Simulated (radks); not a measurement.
Results of a calculation; reference values are marked as such.
Q: All-electron atom: a nucleus of charge 53.2 with 53 electrons in [Kr] 4d10 5s2 5p5. Level of theory: Dirac Kohn-Sham, PBE, spin-unpolarised, spherical densities, finite nucleus; open shells fill j = l - 1/2 first; Fermi nuclear charge, rms radius 4.7859 fm (a radial shooting solver on a logarithmic mesh with Libxc functionals). Some entries of the table are withheld. Estimate them.

orbital  occ.  eigenvalue (hartree)  <1/r> (bohr^-1)
1s1/2       2             -1221.343            57.09
2s1/2       2             -188.9695            13.33
2p1/2       2             -177.3563            13.31
2p3/2       4             -166.1928            12.27
3s1/2       2                   (1)            4.756
3p1/2       2                   (2)            4.666
3p3/2       4                   (3)            4.409
3d3/2       4             -22.91454            4.264
3d5/2       6             -22.47151            4.197
4s1/2       2              -6.81436              (4)
4p1/2       2              -5.13183              (5)
4p3/2       4              -4.72010              (6)
4d3/2       4              -2.01272              (7)
4d5/2       6              -1.94783              (8)
5s1/2       2              -0.71616           0.6753
5p1/2       2              -0.35264           0.5567
5p3/2       3              -0.31336           0.5277

A: 
(1) 3s1/2 eigenvalue (hartree): -38.29553
(2) 3p1/2 eigenvalue (hartree): -33.48797
(3) 3p3/2 eigenvalue (hartree): -31.38322
(4) 4s1/2 <1/r> (bohr^-1): 1.914
(5) 4p1/2 <1/r> (bohr^-1): 1.804
(6) 4p3/2 <1/r> (bohr^-1): 1.720
(7) 4d3/2 <1/r> (bohr^-1): 1.469
(8) 4d5/2 <1/r> (bohr^-1): 1.448
